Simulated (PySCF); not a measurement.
C₁₀H₁₁F₃, SMILES CC(C)c1ccc(C(F)(F)F)cc1, GFN2-xTB optimised geometry.

```
24

C     -1.28    -2.91    -1.27
C     -1.58    -2.10     0.00
C     -1.28    -2.92     1.25
C     -0.80    -0.81     0.00
C     -1.47     0.41     0.00
C     -0.77     1.60     0.00
C      0.62     1.58     0.00
C      1.37     2.88     0.02
F      1.40     3.43     1.26
F      0.82     3.81    -0.78
F      2.65     2.76    -0.37
C      1.30     0.37     0.00
C      0.59    -0.81     0.00
H     -0.23    -3.21    -1.29
H     -1.49    -2.32    -2.16
H     -1.90    -3.81    -1.29
H     -2.65    -1.86     0.00
H     -1.49    -2.33     2.15
H     -1.90    -3.81     1.27
H     -0.24    -3.22     1.28
H     -2.55     0.43     0.00
H     -1.29     2.55     0.00
H      2.38     0.36     0.00
H      1.13    -1.74     0.00
```

Density from PySCF with PBE0/def2-SVP at that geometry.

Minimum of the electron density along straight lines between bonded atoms, close to the bond critical point (lines longer than 1.1 times the sum of covalent radii, or with two minima, are not listed):

| bond | length / Å | ρ at the minimum / e bohr⁻³ | ∇²ρ there / e bohr⁻⁵ | position (fraction from the first atom) |
|---|---|---|---|---|
| C1–C2 | 1.530 | 0.241 | -0.54 | 0.50 |
| C2–C3 | 1.530 | 0.241 | -0.54 | 0.50 |
| C2–C4 | 1.508 | 0.254 | -0.60 | 0.49 |
| C4–C5 | 1.390 | 0.310 | -0.79 | 0.50 |
| C5–C6 | 1.382 | 0.313 | -0.81 | 0.50 |
| C6–C7 | 1.388 | 0.309 | -0.77 | 0.50 |
| C7–C8 | 1.500 | 0.271 | -0.70 | 0.47 |
| C8–F9 | 1.350 | 0.271 | -0.28 | 0.34 |
| C8–F10 | 1.345 | 0.273 | -0.24 | 0.34 |
| C8–F11 | 1.341 | 0.274 | -0.21 | 0.34 |
| C7–C12 | 1.388 | 0.308 | -0.77 | 0.51 |
| C4–C13 | 1.391 | 0.309 | -0.78 | 0.50 |
| C12–C13 | 1.381 | 0.313 | -0.80 | 0.50 |
| C1–H14 | 1.087 | 0.277 | -1.01 | 0.62 |
| C1–H15 | 1.088 | 0.277 | -1.02 | 0.63 |
| C1–H16 | 1.087 | 0.276 | -1.01 | 0.62 |
| C2–H17 | 1.095 | 0.277 | -1.00 | 0.62 |
| C3–H18 | 1.088 | 0.277 | -1.02 | 0.63 |
| C3–H19 | 1.087 | 0.276 | -1.01 | 0.62 |
| C3–H20 | 1.087 | 0.277 | -1.01 | 0.62 |
| C5–H21 | 1.080 | 0.284 | -1.08 | 0.63 |
| C6–H22 | 1.079 | 0.285 | -1.10 | 0.64 |
| C12–H23 | 1.079 | 0.285 | -1.11 | 0.64 |
| C13–H24 | 1.079 | 0.284 | -1.08 | 0.63 |
